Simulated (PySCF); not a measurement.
Species: C₃H₉As.
Atom-mapped SMILES: `[CH3:1][As:2]([CH3:3])[CH3:4]` (hydrogens: H5, H6, H7 on C1; H8, H9, H10 on C3; H11, H12, H13 on C4)

Theory: PBE0-D3(BJ)/def2-SVP geometry optimisation, gas phase (PySCF).

(1) List the bond lengths and angles at this level.

## Answers

(1) 
| bond | length (bohr) | order |
| --- | --- | --- |
| C1–As2, As2–C3, As2–C4 | 3.715 | single |
| C1–H5 and 8 like bonds | 2.079 | single |

Bonds in one row agree within 0.02 bohr and their mean is given. Orders are formal, as drawn. A selection of angles:
| angle | degrees |
| --- | --- |
| As2–C1–H5 | 111.6 |
| As2–C1–H6 | 109.5 |
| H5–C1–H6 | 109.1 |
| H6–C1–H7 | 108.1 |
| C1–As2–C3 | 97.0 |

All 3 As–C bonds measure 1.966 Å. As2 (arsenic bonded to 3 C) is pyramidal (angles 97.0°, 97.0° and 97.0°, sum 290.9°, 0.99 Å off the plane of its three neighbours).

Point group: C3v (tolerance 0.08 Å). Not checked by PBE0-D3(BJ)/def2-SVP frequencies.
